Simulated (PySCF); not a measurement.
All values below come from PySCF with PBE-D3(BJ)/def2-TZVP // PBE0-D4/def2-TZVP. Isolated molecules, 0 K electronic values unless said otherwise. One relaxed conformer stands for a flexible species; it need not be the lowest. Excitations are Tamm–Dancoff values on a coarser integration grid. The basis has no diffuse functions, so Rydberg states are missing or too high.

Reference species (SMILES): `O[SiH3]` (neutral, multiplicity 1).

- T1 excitation (TDA) = 6.15 eV
- S1 excitation (TDA) = 6.50 eV

Changed species: `O[SiH2][SiH3]` (H–O–Si–Si torsion 59°) (X = silyl; the reference has X = H).

Question: Give the shifts of the T1 excitation (TDA) and S1 excitation (TDA).

Answer: the T1 excitation (TDA) decreases by 1.19 eV, to 4.96 eV; the S1 excitation (TDA) drops by 0.93 eV, to 5.57 eV.
